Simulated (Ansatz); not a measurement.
F3OSi, SMILES `[O][Si](F)(F)F` radical at its PBE0-D4/def2-TZVP geometry, where that method's forces vanish. Total charge 0; spin multiplicity 2.

```xyz
5

O     1.1148    0.7309    0.9451
Si   -0.0041   -0.0154   -0.0104
F    -0.4207   -1.4097    0.5655
F    -1.2368    0.9472   -0.0443
F     0.5467   -0.2529   -1.4559
```

Task: What forces (eV/Å) does r2SCAN-D4/def2-TZVPP give on these atoms in the Gaussian-basis code of Ansatz? (Estimate.)

Result: Ansatz gave: 
```
O1  -0.031  0.012 -0.007
Si2  0.108  0.021  0.066
F3  -0.031 -0.088  0.026
F4  -0.070  0.075  0.007
F5   0.024 -0.020 -0.093
```
